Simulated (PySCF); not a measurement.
C3H7ClSi, SMILES [SiH3]C/C=C\Cl.

Coordinates come from a B3LYP-D3(BJ)/def2-SVP optimisation. The structure was generated by enumeration; whether it is a known compound was not checked. Other conformers were not sampled.

All values below come from TDDFT-PBE/def2-SVPD run with PySCF.

Vertical excitations. The molecule is in vacuum.

```tsv
state	energy (eV)	λ (nm)	f	main pairs
S1	5.63	220	0.009	HOMO→LUMO+1 92 %
S2	5.85	212	0.283	HOMO→LUMO 80 %
S3	6.06	204	0.000	HOMO→LUMO+2 96 %
S4	6.33	196	0.006	HOMO−1→LUMO 99 %
S5	6.45	192	0.019	HOMO→LUMO+3 89 %
S6	6.50	191	0.008	HOMO→LUMO+4 97 %
S7	6.68	186	0.004	HOMO→LUMO+5 98 %
S8	6.95	179	0.006	HOMO−2→LUMO 80 %
S9	6.96	178	0.009	HOMO→LUMO+6 76 %
S10	7.05	176	0.008	HOMO→LUMO+7 98 %
T1	4.01	309	0	HOMO→LUMO 97 %
T2	5.39	230	0	HOMO→LUMO+1 95 %
T3	5.79	214	0	HOMO→LUMO+2 95 %
T4	6.19	200	0	HOMO−1→LUMO 99 %
```
Triplets are in the Tamm–Dancoff approximation, which puts them higher than full response would, so one can lie above its singlet here.
